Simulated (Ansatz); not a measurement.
```yaml
crystal:
  periodic: [false, false, false]
  atoms:
    - {symbol: C, position_ang: [0.100772, -1.965729, 1.012440]}
    - {symbol: C, position_ang: [-0.008861, -0.903413, 0.222899]}
    - {symbol: N, position_ang: [-0.994799, -0.401450, -0.648711]}
    - {symbol: Si, position_ang: [0.357271, 0.624745, -0.671532]}
    - {symbol: N, position_ang: [0.293877, 2.194778, -0.054378]}
    - {symbol: H, position_ang: [0.996726, -2.118601, 1.598689]}
    - {symbol: H, position_ang: [-0.691837, -2.703787, 1.094960]}
    - {symbol: H, position_ang: [-1.824123, -0.862163, -0.987857]}
    - {symbol: H, position_ang: [1.240021, 0.671392, -1.856086]}
    - {symbol: H, position_ang: [-0.193957, 2.448189, 0.787315]}
    - {symbol: H, position_ang: [0.790408, 2.959139, -0.477138]}
basis:
  gaussian: {orbitals: def2-SVPD}
hamiltonian: {xc: {name: HF}}
correlation: {active_space: {window: {electrons: 3, orbitals: 2}}}
accuracy: high
```

```sh
$ ansatz run in.yaml --threads 4 --pin off --events-out ev --progress --plain --max-ram 10444MiB
```

It prints (some lines left out):

```
Functional definition: HF
3099 factors; integrals over basis functions are off by at most 3.6e-9 eV
mean field evaluation 1: about -12970.8022 eV, gradient 3.9e1 eV
mean field evaluation 2: about -12970.8090 eV, gradient 3.9e1 eV
mean field evaluation 4: about -12974.6632 eV, gradient 3.7e0 eV
mean field evaluation 8: about -12974.7143 eV, gradient 1.0e-1 eV
mean field -12974.71441245 eV, -476.8119600802 hartree, gradient 1.5e-8 eV, S^2 0.000000; 0 other end points of the search recorded, 0 dependent functions left out
reference -12974.71441245 eV, -476.8119600802 hartree; 23, 23 occupied and 129, 129 virtual orbitals, 3099 factors
Error: 3 electrons in 2 orbitals form no window around the highest filled level of the reference
```

In this input the active space doesn't fit the electrons. The run stopped with an error.
